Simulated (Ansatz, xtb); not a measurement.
## Two isomers of C5H7NOSe

Structure X is `NC(=O)[C@@H]1C=CC[Se]1`, a singlet and structure Y is `NC(=O)[C@@H]1CC=C[Se]1`, a singlet. Both are isolated molecules in the gas phase, relaxed with B3LYP-D3(BJ)/def2-SVP, each in the lowest conformer that the search found.

Question: Estimate which is lower in electronic energy at CCSD(T)/def2-SVP + ΔMP2/def2-TZVPP, and by roughly how much.

Answer: Too close to call at this level: CCSD(T)/def2-SVP + ΔMP2/def2-TZVPP gives E(Y) − E(X) = +4.04 kJ/mol.

Level by level:

```
                             level               geometry  E(Y) − E(X) (kJ/mol)  departure from the last row (kJ/mol)  job, with rough time for the two
             B3LYP-D3(BJ)/def2-SVP  B3LYP-D3(BJ)/def2-SVP                   +2.58                                 −1.46             optimisation, 2.5 min
                       HF/def2-SVP  B3LYP-D3(BJ)/def2-SVP                  +10.52                                 +6.49           part of the CCSD(T) run
                      MP2/def2-SVP  B3LYP-D3(BJ)/def2-SVP                   +0.64                                 −3.40           part of the CCSD(T) run
                  CCSD(T)/def2-SVP  B3LYP-D3(BJ)/def2-SVP                   +1.04                                 −3.00                      single point
CCSD(T)/def2-SVP + ΔMP2/def2-TZVPP  B3LYP-D3(BJ)/def2-SVP                   +4.04                                                   single point, 2.9 min
```

As drawn, both hold the same kinds of bond in the same numbers.

The largest departure from CCSD(T)/def2-SVP + ΔMP2/def2-TZVPP is that of HF/def2-SVP, 6.49 kJ/mol. Levels run at GFN2-xTB geometries aren't shown. The last row adds to CCSD(T) the change of the MP2 difference between the two basis sets, here +3.00 kJ/mol.

With thermal terms from frequencies at re-optimised GFN2-xTB minima (ideal gas, soft modes damped towards free rotors, one conformer each, 298.15 K, 1 atm): the zero-point term adds +1.47 kJ/mol; ΔH is +5.12 and ΔG +6.07 kJ/mol.

The correlated steps freeze 16 core orbitals; the filled d shell of Se is correlated, in a basis made for valence electrons. Codes used: Ansatz 0.2.0, xtb 6.7.1; the last row on 4 threads of Arm Neoverse V2 on a shared host.
